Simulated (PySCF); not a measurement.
# Worked example for `BP[SiH2]OC` (CH8BOPSi): proton affinity at atom O4

Numbering: `[BH2:1][PH:2][SiH2:3][O:4][CH3:5]`

Level of theory: B3LYP-D3(BJ)/def2-TZVP single points in PySCF, grid level 2; every species was optimised with PBE0-D3(BJ)/def2-SVP. Thermal corrections: PBE0-D3(BJ)/def2-SVP frequencies, unscaled, ideal gas at 298.15 K and 1 bar, quasi-RRHO entropy.

Step: `BP[SiH2][OH+]C` → `BP[SiH2]OC` + H⁺.

```
       species  charge  multiplicity       E / Eh
BP[SiH2][OH+]C       1             1  -774.318568
    BP[SiH2]OC       0             1  -773.999206
```

Thermal terms, products less reactant: Δ(H − E) = -27.20 kJ/mol, Δ(G − E) = -57.28 kJ/mol (the bare proton has no electronic energy, H = 5/2 RT). 1 Eh = 2625.50 kJ/mol.

**Question.** What are ΔE, ΔH and ΔG of this step?

**Answer.** ΔE = 0.319362 Eh = 838.48 kJ/mol; ΔH = 811.3 kJ/mol; ΔG = 781.2 kJ/mol, all in the gas phase at 298.15 K and 1 bar. The digits show the arithmetic; the method itself can be off by 10 kJ/mol or more.

Note: P2 is not listed: the run failed or kept an imaginary mode, or the ion rearranged or equalled another; a site not listed may be the best one; protonation of a hydridic H, with loss of H₂, was not considered.
